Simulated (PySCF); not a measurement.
C₅H₁₀O, SMILES C=COC(C)C.

Geometry: B3LYP-D3(BJ)/def2-SVP. Other conformers were not sampled.

Calculation: B3LYP-D3(BJ)/def2-SVP run with PySCF.

Frequencies are harmonic and unscaled.

Computed normal modes with their intensities:
| mode | ν (cm⁻¹) | IR (km/mol) | moving atoms (share of kinetic energy) |
|---|---|---|---|
| 1 | 71 | 0.8 | C 52 %, H 26 %, O 22 % |
| 2 | 109 | 2.4 | H 46 %, C 37 %, O 16 % |
| 3 | 209 | 0.3 | H 49 %, C 36 %, O 15 % |
| 4 | 224 | 0.0 | H 97 % |
| 5 | 272 | 0.3 | H 82 %, C 10 % |
| 6 | 340 | 0.5 | C 56 %, H 38 % |
| 7 | 433 | 6.3 | C 40 %, O 31 %, H 29 % |
| 8 | 492 | 0.1 | C 51 %, H 41 % |
| 9 | 509 | 3.0 | C 59 %, H 32 %, O 8 % |
| 10 | 708 | 4.3 | H 67 %, C 27 % |
| 11 | 824 | 4.0 | H 46 %, C 34 %, O 21 % |
| 12 | 845 | 49.3 | H 66 %, C 32 % |
| 13 | 908 | 4.0 | C 50 %, H 45 % |
| 14 | 930 | 0.4 | H 85 %, C 15 % |
| 15 | 946 | 0.5 | H 66 %, C 33 % |
| 16 | 985 | 15.7 | H 87 %, C 13 % |
| 17 | 1038 | 22.3 | H 50 %, C 27 %, O 23 % |
| 18 | 1151 | 10.6 | C 51 %, H 48 % |
| 19 | 1168 | 153.9 | C 47 %, H 33 %, O 20 % |
| 20 | 1188 | 2.6 | C 51 %, H 47 % |
| 21 | 1242 | 225.2 | C 43 %, O 32 %, H 25 % |
| 22 | 1329 | 10.2 | H 87 %, C 11 % |
| 23 | 1355 | 5.4 | H 75 %, C 24 % |
| 24 | 1370 | 68.3 | H 82 %, C 16 % |
| 25 | 1397 | 23.3 | H 66 %, C 34 % |
| 26 | 1404 | 37.0 | H 76 %, C 23 % |
| 27 | 1418 | 0.5 | H 78 %, C 20 % |
| 28 | 1453 | 0.4 | H 95 % |
| 29 | 1460 | 0.5 | H 95 % |
| 30 | 1466 | 6.7 | H 95 % |
| 31 | 1483 | 3.8 | H 94 % |
| 32 | 1727 | 185.9 | C 86 %, H 13 % |
| 33 | 2984 | 42.0 | H 92 % |
| 34 | 3033 | 12.2 | H 97 % |
| 35 | 3040 | 11.8 | H 97 % |
| 36 | 3111 | 16.2 | H 92 %, C 8 % |
| 37 | 3121 | 5.0 | H 90 %, C 10 % |
| 38 | 3122 | 21.1 | H 90 %, C 10 % |
| 39 | 3128 | 34.1 | H 91 %, C 9 % |
| 40 | 3134 | 19.0 | H 90 %, C 10 % |
| 41 | 3162 | 0.0 | H 94 % |
| 42 | 3266 | 4.0 | H 89 %, C 11 % |
